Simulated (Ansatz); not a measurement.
Reaction (formal exchange of groups at the Si–Se bond): `SC[SiH2][SeH]` + CH₃NH₂ → `[SiH3]CS` + `NC[SeH]`

Isolated molecules relaxed with PBE0-D4/def2-TZVP in Ansatz; ΔE leaves out vibrations. CBS: MP2 limit from def2 TZ/QZ plus the TZ coupled-cluster correction, frozen cores. Functionals use def2-TZVPP. HSE06 is defined as in plane-wave codes. For Se outer-core shells are correlated without core-valence functions, which leaves a few kJ/mol of doubt a bond. Scalar relativity is left out up to krypton. Each species was taken in one conformer, which may not be the lowest.

`SC[SiH2][SeH]`:

Z-matrix (Å, degrees):
```
C
Si 1 1.879
S 1 1.807 2 110.9
H 1 1.093 2 109.8 3 -123.0
H 1 1.094 2 106.4 3 120.0
Se 2 2.275 1 113.0 3 49.5
H 2 1.486 1 107.6 3 172.7
H 2 1.483 1 110.4 3 -66.8
H 3 1.344 1 97.1 2 163.9
H 6 1.470 2 93.0 1 62.5
```

CH₃NH₂:

Cartesian coordinates in Å:
```
C 0.063 0.472 -0.310
N 0.219 -0.690 0.548
H -0.947 0.622 -0.720
H 0.756 0.398 -1.151
H 0.333 1.372 0.247
H -0.016 -1.537 0.047
H -0.408 -0.636 1.340
```

`[SiH3]CS`:

Cartesian coordinates in Å:
```
Si 0.699 -0.822 -0.041
C -0.041 0.882 0.231
S -1.851 0.812 0.311
H 0.358 -1.707 1.100
H 2.180 -0.737 -0.178
H 0.136 -1.395 -1.293
H 0.277 1.264 1.204
H 0.286 1.602 -0.522
H -2.044 0.101 -0.812
```

`NC[SeH]`:

Cartesian coordinates in Å:
```
N 1.144 -0.079 -0.272
C -0.264 0.208 -0.374
Se -0.975 1.009 1.268
H 1.507 -0.401 -1.162
H 1.323 -0.794 0.420
H -0.919 -0.641 -0.600
H -0.421 0.965 -1.142
H -1.395 -0.266 1.862
```

```
        level  ΔE (eV)
     HSE06-D4     1.12
      ωB97X-V     1.07
      r2SCAN0     1.13
CCSD/def2-SVP     1.06
```

What does CCSD(T)/CBS give? (Best estimate.)

Ansatz gave: +1.11 eV. The listed levels differ from it by 0.01, -0.04, 0.02, -0.05 eV.

Largest T1 diagnostic among the species: 0.011.

Leaving LDA and LC-ωPBE aside and taking each functional with its dispersion term where it has one, the values, not all of them listed here, spread over 0.11 eV, from BLYP-D4 to r2SCAN0-D4. The D4 term adds +0.04 eV with B3LYP and +0.02 eV with PBE0; it sums over pairs of atoms, weighted by their polarisabilities, and B3LYP, whose exchange is more repulsive, gets the larger term. At CCSD(T), def2-SVP lies −0.07 eV from the extrapolated value and def2-TZVPP −0.06 eV.

B3LYP here is the variant with VWN-RPA as its local correlation; programs differ in this.
